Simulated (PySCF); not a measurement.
# Spin states of BBr

Unrestricted PBE0; basis B def2-TZVPP, Br def2-TZVPP; no relativity; PySCF 2.14. Outer shells of the fragments: B 2s2 2p1; Br 3d10 4s2 4p5.

Followed along the bond (rough minima from three points):

```
2Ms+1  unpaired  ⟨S²⟩ at the start  R at minimum (Å)  Te (eV)
    1      none               0.00              1.90     0.00
    3  σ ↑, π ↑               2.01  none in the scan   ≤ 1.99
```

Solutions found at the starting distance of 1.930 Å, counted from the lowest of them; the search is not exhaustive and high or unbound solutions are not listed, so other states can lie among these:

```
2Ms+1  unpaired   term  E (eV)  ⟨S²⟩  ⟨Lz²⟩  μ (D)
    1      none    ¹Σ⁺    0.00  0.00   0.00   1.25
    3  σ ↑, π ↑     ³Π    1.99  2.01   1.00  -0.13
    1  σ ↑, π ↓  mixed    2.81  1.01   1.01   0.33
    3      π ↑↑  mixed    5.53  2.01   2.01   4.56
    3      π ↑↑  mixed    5.80  2.01   2.02   4.53
    1      π ↑↓  mixed    5.84  1.01   2.02   4.52
```

A term symbol is given only where ⟨S²⟩ and ⟨Lz²⟩ are close to those of a pure state; real π, δ and φ orbitals otherwise mix terms. A positive dipole means B(−)Br(+).

Counting both spins, an empty level lies below a filled one in some of these solutions, because spin and occupation are held.
